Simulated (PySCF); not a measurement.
## Unknown compound

Molecular formula: C8H14. Simulated spectra:

1H NMR (300 MHz, computed): δ 1.58 (m, 4H), 1.52 (m, 2H), 1.28 (m, 4H), 0.23 (s, 4H).

13C{1H} NMR (computed): δ 39.6 (CH2, 2C), 30.5 (CH2), 29.8 (CH2, 2C), 21.2 (C), 14.6 (CH2, 2C).

- GIAO PBE0/pcSseg-1 shieldings
- structure optimised with GFN2-xTB
- code: PySCF 2.14
- non-relativistic, one averaged value for each set of equivalent atoms, single conformer, isolated molecule

δ = σ(ref) − σ, references computed at the same level: 1H, 13C against TMS.

Deduce the structure.

Answers


1. The formula gives 2 degrees of unsaturation (2 rings in the answer).
2. 5 carbon signals for 8 carbons: some carbons are equivalent by symmetry or fast rotation.
3. Carbon types of the structure: 1 × C, 7 × CH2, which accounts for all hydrogens.
4. δC 39.6, 30.5, 29.8: sp3 CH2 in a ring; saturated and bonded to C and H only.
5. δC 21.2, 14.6: three-membered-ring carbon; carbons of three-membered rings are unusually shielded.
6. δH 1.58, 1.52, 1.28: hydrogen on an sp3 CH2 in a ring; far from electronegative atoms and π systems.
7. δH 0.23: hydrogen on a three-membered-ring carbon; cyclopropane-type protons are shielded by the ring.

The compound is `C1CCCC2(C1)CC2`.

This is the structure that produced the data.

Shifts are as computed. Against solution values, carbons near 30 ppm lie about +3 ppm off and those near 130 ppm about +5 ppm. Of 1211 compounds with measured shifts, 218 miss one by over three times the rms of a fit or turn the order of signals round; such compounds aren't used in these exercises. No couplings were computed; multiplicities are counted from neighbouring protons, with m where these are inequivalent, close in shift, in a saturated or five-membered ring or joined by F or P, and br s for small geminal =CH2 splittings.
